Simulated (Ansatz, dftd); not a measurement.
Reaction: SiO2 (dioxosilane, SMILES O=[Si]=O) + H+ → HSiO2+ (SMILES O=[Si]=[OH+])
Each species at its own B3LYP-D3(BJ)/def2-TZVP minimum (Ansatz, a program for electronic structure), one conformer.

Property: proton affinity (electronic), positive where energy is released, in kcal/mol. UHF or UKS for unpaired electrons; spin-orbit terms are left out. Cores are frozen in correlated methods. Rows without X2C or -DK are non-relativistic. CBS(X,Y): correlation extrapolated as X^-3, Hartree-Fock from the larger set (Q,5: extrapolated as (X+1)exp(-9√X)). A bracket is a step between two methods taken in the basis named. The functionals are non-relativistic, so their misses hold any scalar relativity. 'core' is core correlation in cc-pwCVTZ (1s frozen past Ne), 'X2C' scalar relativity in cc-pVTZ-DK, both at CCSD(T). The T1 diagnostic of O2Si (O=[Si]=O, singlet) reaches 0.027 in the sets run. The T1 diagnostic of HO2Si+ (O=[Si]=[OH+], singlet) reaches 0.026 in the sets run.

| level | program | proton affinity (kcal/mol) | difference against the last row |
|---|---|---|---|
| B3LYP-D3(BJ)/def2-TZVPD | Ansatz + dftd3 | 168.7 | 0.8 |
| MP2/cc-pV(D+d)Z | Ansatz | 171.8 | 3.9 |
| MP2/cc-pV(T+d)Z | Ansatz | 169.8 | 1.9 |
| CCSD(T)/cc-pV(5+d)Z | Ansatz | 169.5 | 1.6 |
| CCSDT(Q)/cc-pV(D+d)Z | Ansatz | 173.3 | 5.4 |
| CCSDT(Q)/cc-pV(T+d)Z | Ansatz | 171.5 | 3.6 |
| CCSD(T)/CBS(cc-pV(Q+d)Z,cc-pV(5+d)Z) + [CCSDT(Q) - CCSD(T)]/cc-pV(T+d)Z + core + X2C | Ansatz | 167.9 | 0.0 |
